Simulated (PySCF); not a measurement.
HWO2, doublet: data card

Method: UPBE0/[W def2-TZVP with ECP60, O def2-TZVP, H def2-TZVP], scalar-relativistic core potentials, density fitting, no spin–orbit coupling, PySCF.

The structure is a minimum.

Z-matrix (Å, degrees; charge 0 multiplicity 2):
```
W
O  1 1.6952
O  1 1.6952 2 110.35
H  1 1.7340 2 109.18 3 -120.00
```

* Point group: Cs
* Bond lengths: W–H 1.734 Å, W–O 1.695 Å (×2)
* Bond angles: H–W–O 109.2° (×2), O–W–O 110.3°
* Highest occupied level (α): -7.15 eV
* Dipole moment: 3.53 D
* Zero-point energy: 33.1 kJ/mol
* Principal polarisabilities: 41.8, 44.7, 47.5 bohr³
* Heat capacity Cp at 298.15 K: 52.1 J/(mol K)
* Atomisation energy without zero-point energy: 1651 kJ/mol
* Rotational constants: 0.584, 0.264, 0.1896 cm⁻¹
* Lowest empty level (α): -3.46 eV
* Principal quadrupole moments (Buckingham, traceless) about the centre of mass: -4.96, 0.76, 4.21 D Å
* Rotational symmetry number: 1
* Entropy at 298.15 K and 1 bar (electronic part: spin only): 290.6 J/(mol K)
* Enthalpy at 298.15 K above 0 K: 12.06 kJ/mol
* Spin squared ⟨S²⟩: 0.756

Harmonic modes (masses in u: W 183.951, O 15.995, H 1.008):
| symmetry | ω (cm⁻¹) | IR (km/mol) | type |
| --- | --- | --- | --- |
| a' | 332 | 5.5 | bend |
| a' | 475 | 22.0 | bend |
| a'' | 662 | 2.1 | bend |
| a'' | 1015 | 208 | stretch |
| a' | 1066 | 65.3 | stretch |
| a' | 1981 | 121 | stretch |

Charges (e):
```tsv
atom	Mulliken	Löwdin	polar tensor	spin (Mulliken)	Mayer order to W1
W1	1.00	0.66	1.48	1.08	–
O2,3	-0.45	-0.28	-0.65	-0.03	2.15
H4	-0.09	-0.11	-0.18	-0.01	0.98
```

Mulliken populations on W1 (electrons outside its core potential): s 2.72, p 6.41, d 3.75, f 0.12.

Outer orbital energies (eV). α occupied: -12.30, -11.87, -11.42, -11.32, -10.70, -10.06, -9.28, -7.15; empty: -3.46, -1.92, -0.86, -0.62. β occupied: -25.89, -12.23, -11.84, -11.26, -11.08, -10.71, -9.83, -9.34; empty: -3.25, -3.02, -1.50, -0.60.

Other isomers or separated fragments may lie lower. Open d and f shells are described by one determinant, and the ground state may have another occupation or spin. No spin–orbit coupling is included, which matters more the heavier the element.

The final relaxation and frequency run took 50 s on 4 threads of a shared Arm Neoverse V2 host, with 108 basis functions and 16 gradients; the process peaked at 1.2 GiB.
